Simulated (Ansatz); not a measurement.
```yaml
crystal:
  periodic: [false, false, false]
  atoms:
    - {symbol: O, position_ang: [-1.328429, 0.930426, -0.768659]}
    - {symbol: B, position_ang: [0.027423, 1.111190, -0.719182]}
    - {symbol: N, position_ang: [0.779844, 0.154263, -0.008252]}
    - {symbol: Si, position_ang: [0.135864, -1.239510, 0.813682]}
    - {symbol: H, position_ang: [-1.785392, 1.610430, -1.263621]}
    - {symbol: H, position_ang: [0.554125, 2.046807, -1.258341]}
    - {symbol: H, position_ang: [1.776751, 0.291147, 0.025279]}
    - {symbol: H, position_ang: [-0.555059, -2.158944, -0.125086]}
    - {symbol: H, position_ang: [-0.816311, -0.851867, 1.884550]}
    - {symbol: H, position_ang: [1.294185, -1.945146, 1.422630]}
basis:
  gaussian: {orbitals: def2-SVP}
magnetization: {spin_polarized: true, initial_magnetization: 6}
hamiltonian: {xc: {name: HF}}
correlation: {method: rpa}
```

```sh
$ ansatz run in.yaml --threads 2 --pin off --events-out ev --progress --plain --max-ram 4352MiB
```

It prints (some lines left out):

```
Functional definition: HF
889 factors; integrals over basis functions are off by at most 1.1e-3 eV
mean field evaluation 1: about -12113.4722 eV, gradient 2.6e1 eV
mean field evaluation 2: about -12113.5941 eV, gradient 2.6e1 eV
mean field evaluation 4: about -12119.6946 eV, gradient 5.8e0 eV
mean field evaluation 8: about -12121.3556 eV, gradient 1.4e0 eV
mean field evaluation 16: about -12121.5569 eV, gradient 2.9e-1 eV
mean field evaluation 32: about -12121.5703 eV, gradient 3.3e-3 eV
mean field -12122.48107160 eV, -445.4929624683 hartree, gradient 3.3e-6 eV, S^2 12.016066; 18 other end points of the search recorded, 0 dependent functions left out
8 core orbitals not correlated: weight in the atoms' cores, before any rotation towards them, 1.000 or more for the frozen orbitals, at most 0.000 for the correlated occupied ones
reference -12122.48107160 eV, -445.4929624683 hartree; 15, 9 occupied and 67, 73 virtual orbitals, 889 factors
Total energy: -12138.10830877 eV, -446.0672528421 hartree
```

Problem. Something in this input is off. What?

Solution. The spin is set far too high for this molecule. Self-consistency was reached. The result belongs to that input, not to the molecule as meant.
